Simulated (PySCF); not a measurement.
Species: `C/C(C=O)=C/C=C\[SiH2]C#N`. The columns A, B, C and D hold Mulliken, IAO, Hirshfeld and ESP-fitted charges (e) of one PBE0/pcSseg-1 density (PySCF), in a shuffled order. Coordinates in Å (GFN2-xTB); the density's dipole moment is (2.72, -3.13, 1.67) D.

| atom | x | y | z | A | B | C | D |
| --- | --- | --- | --- | --- | --- | --- | --- |
| C1 | -2.309 | 1.277 | 0.322 | -0.117 | -0.134 | -0.625 | -0.424 |
| C2 | -1.616 | 0.032 | -0.133 | +0.014 | -0.458 | +0.160 | -0.017 |
| C3 | -2.489 | -0.959 | -0.770 | +0.116 | +0.333 | +0.402 | +0.239 |
| O4 | -3.674 | -0.811 | -0.943 | -0.215 | -0.352 | -0.435 | -0.389 |
| C5 | -0.286 | -0.137 | 0.035 | -0.027 | -0.015 | -0.147 | -0.122 |
| C6 | 0.517 | -1.258 | -0.357 | -0.028 | -0.058 | -0.314 | -0.103 |
| C7 | 1.844 | -1.331 | -0.163 | -0.133 | -0.416 | -0.183 | -0.436 |
| Si8 | 2.963 | -0.058 | 0.653 | +0.388 | +0.747 | +0.381 | +0.751 |
| C9 | 2.533 | 1.642 | 0.000 | -0.029 | -0.210 | +0.175 | -0.161 |
| N10 | 2.269 | 2.688 | -0.388 | -0.195 | -0.201 | -0.384 | -0.194 |
| H11 | -3.114 | 1.019 | 1.009 | +0.050 | +0.139 | +0.188 | +0.165 |
| H12 | -2.768 | 1.772 | -0.532 | +0.053 | +0.144 | +0.204 | +0.169 |
| H13 | -1.620 | 1.963 | 0.807 | +0.050 | +0.119 | +0.174 | +0.150 |
| H14 | -1.994 | -1.892 | -1.098 | +0.040 | +0.070 | -0.004 | +0.095 |
| H15 | 0.258 | 0.669 | 0.516 | +0.043 | +0.128 | +0.175 | +0.149 |
| H16 | 0.014 | -2.085 | -0.840 | +0.053 | +0.122 | +0.209 | +0.152 |
| H17 | 2.340 | -2.234 | -0.501 | +0.050 | +0.135 | +0.139 | +0.166 |
| H18 | 2.766 | 0.009 | 2.105 | -0.057 | -0.033 | -0.058 | -0.099 |
| H19 | 4.356 | -0.296 | 0.271 | -0.054 | -0.059 | -0.057 | -0.091 |

Question: Which column most likely holds the ESP-fitted charges?

Answer: C. Σ q r misses the density's dipole by 0.03 D (C), 1.12 D (D), 1.21 D (A), 1.96 D (B). Charges fitted to the outside potential are the only set here that is tied to the molecule's multipoles.

Question: And the Hirshfeld charges?

Answer: A. The mean sizes are 0.090 e (A), 0.204 e (B), 0.214 e (D), 0.232 e (C), and Hirshfeld charges are commonly the smallest of these schemes.

As computed, A = Hirshfeld, B = Mulliken, C = ESP-fitted, D = IAO. Hydrogens on carbon: Hirshfeld +0.04 to +0.05, Mulliken +0.07 to +0.14, ESP-fitted 0.00 to +0.21, IAO +0.09 to +0.17 e.

The ESP scheme is a least-squares fit of atom-centred charges to the potential on four shells outside the van der Waals surface, with the total charge fixed. The Hirshfeld scheme weights the molecular density at each point by an atom's share of the summed free-atom densities.

One conformer (not necessarily the lowest) at the GFN2-xTB geometry, without solvent, vibrations or thermal averaging.

Shape of the structure used: `[CH3:1]/[C:2]([CH:3]=[O:4])=[CH:5]/[CH:6]=[CH:7]\[SiH2:8][C:9]#[N:10]`: C1–C2–C3–O4 1°, C2–C5–C6–C7 179°, C6–C7–Si8–C9 -45°.
